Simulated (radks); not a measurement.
The numbers below are computed, except where a source is named.
Species: Tb I. Configuration: [Xe] 4f9 7s2 (not the ground configuration). Level of theory: scalar-relativistic Kohn-Sham, PBEsol, spin-polarised, spherical densities, point nucleus; open shells are filled with parallel spins first (spin-orbit coupling, left out, can overturn this in heavy ions) (a radial shooting solver on a logarithmic mesh with Libxc functionals).

Normalised radial functions P(r) = r R(r), r in bohr:

r,5s down,5p up,4f down
0.003413,0.1079,0.0081,0.0000
0.005649,0.1408,0.0187,0.0000
0.009277,0.1590,0.0414,0.0000
0.01523,0.1302,0.0855,0.0002
0.02502,0.0144,0.1544,0.0009
0.04108,-0.1724,0.2154,0.0051
0.06746,-0.2414,0.1573,0.0254
0.1108,0.0611,-0.1171,0.1040
0.1834,0.3647,-0.3083,0.3320
0.3011,-0.1736,0.1283,0.7292
0.4945,-0.4725,0.4471,1.0355
0.812,0.5690,-0.3380,0.9260
1.333,0.9825,-0.9263,0.5704
2.19,0.3773,-0.5317,0.2606
3.596,0.0365,-0.0962,0.0826
5.952,0.0005,-0.0035,0.0143
9.775,0.0000,0.0000,0.0010
16.05,0.0000,0.0000,0.0000
26.36,0.0000,0.0000,0.0000

5s down: eigenvalue -52.721 eV, 4 radial nodes at r = 0.0261, 0.104, 0.270, 0.642 bohr, <r> = 1.34 bohr, 90 % of the charge inside 1.93 bohr. 5p up: eigenvalue -31.945 eV, 3 radial nodes at r = 0.0928, 0.273, 0.688 bohr, <r> = 1.55 bohr, 90 % of the charge inside 2.28 bohr. 4f down: eigenvalue -7.242 eV, 0 radial nodes, <r> = 0.932 bohr, 90 % of the charge inside 1.66 bohr.
